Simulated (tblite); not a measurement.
A tight-binding relaxation on `C=C[Si@@](C)([GeH3])[SiH2]Cl`.

Computed with GFN2-xTB geometry optimisation, gas phase (tblite 0.8.0). Start geometry: from a force field or distance geometry. A driver script takes a list of jobs; this job's settings line and coordinates (Å) are shown.

Command:
```bash
OMP_NUM_THREADS=1 python probes_run.py task.json out
```

Input:
```
{"job": {"kind": "relax", "xc": "GFN2-xTB", "basis": "xTB"}, "charge": 0, "multiplicity": 1}
C      1.043600    -0.706400    -2.171700
C      0.129200     0.147700    -1.645200
Si    -0.200700    -0.038600     0.184300
C     -0.526600    -1.810300     0.507800
Ge     1.663200     0.784400     1.258600
Si    -1.917800     1.276300     0.729600
Cl    -2.765700     2.073700    -0.992100
H      1.544900    -1.450200    -1.572000
H      1.217700    -0.576200    -3.231200
H     -0.375200     0.895500    -2.227400
H     -1.632500    -2.002000     0.394900
H     -0.014800    -2.452500    -0.250100
H     -0.175500    -2.161500     1.515600
H      2.106300     2.037600     0.408200
H      1.318000     1.223000     2.693000
H      2.851700    -0.181300     1.254800
H     -1.388300     2.384300     1.542400
H     -2.886100     0.562700     1.588800
```

Output:
```
step      E/eV     max force
  0    -596.60458    2.631
  1    -596.80871    1.674
  2    -596.90141    0.675
  3    -596.96325    0.667
  4    -597.02844    0.563
  5    -597.06515    0.544
  6    -597.11483    0.585
  7    -597.14611    0.594
  8    -597.17959    0.526
  9    -597.20127    0.463
... (233 lines left out)
243    -597.34945    0.028
244    -597.34955    0.023
245    -597.34971    0.029
246    -597.34977    0.026
247    -597.34984    0.015
248    -597.34988    0.013
249    -597.34991    0.016
250    -597.34994    0.014
251    -597.34997    0.010
252    -597.34998    0.008
```

«max force» is the largest atomic force in eV/Å.

Question: From which step on does the largest force stay under 0.1 eV/Å, and how much energy is left to gain from there?

Answer: From step 127 (0.081 eV/Å), 21.0 meV above the end.

Summary of the converged run: energy lowered by 17.2 kcal/mol over 252 steps; largest atomic force 0.008 eV/Å at the end.

The run took 4.5 s on one thread of an Arm Neoverse N1, no GPU, shared host with 64 logical CPUs at a one-minute load of 54.
Labels such as C1 count atoms from 1, the log's own numbers from 0.
